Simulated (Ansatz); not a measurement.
The first iterations of a band of CH$_{5}$Ga (7 atoms, charge 0, multiplicity 1).

These are results of RKS PBE0/def2-SVP (Ansatz 0.2.0), not measurements.

```
movable images  : 5
climbing image  : yes
spring          : 20.0 eV/Å²
optimiser       : quadratic models (default)
start path      : through a guess of the saddle point
force threshold : 0.05 eV/Å
iteration limit : 60
end points      : relaxed
```

First end point:

```xyz
7
Properties=species:S:1:pos:R:3
Ga 0.565 0.042 0.000
C 1.094 -0.039 1.893
H 0.243 -0.199 2.571
H 1.822 -0.853 2.045
H 1.603 0.895 2.181
H 1.666 0.273 -1.105
H -0.936 -0.119 -0.448
```

Last end point:

```xyz
7
Properties=species:S:1:pos:R:3
Ga -0.410 0.482 -1.170
C 1.593 -0.048 1.679
H 0.530 -0.294 1.532
H 2.043 -0.805 2.337
H 1.679 0.943 2.145
H 2.128 -0.044 0.719
H -1.506 -0.233 -0.104
```

| iteration | highest image above the first end (eV) | largest band force component (eV/Å) |
| --- | --- | --- |
| 1 | 5.333 | 8.212 |
| 2 | 4.008 | 3.610 |
| 3 | 3.404 | 1.713 |
| 4 | 2.973 | 0.842 |

Task: Does the band converge within its limit, and where does its top end?

Result: It converged. It ended after 14 iterations with the highest image 2.773 eV above the first end. Neighbouring images differ by up to 2.1 eV, so the band resolves the path poorly. Another band between the same ends (5 images) ends at a top of the same energy, where a vibrational analysis finds 1 clearly imaginary mode. The orbitals stay closed-shell, which can raise the energy where a bond breaks towards radicals; this wasn't checked here.

The run took 93 s on 1 thread of Intel(R) Xeon(R) 6975P-C (Granite Rapids), with other jobs on the host, peak memory 0.15 GiB.
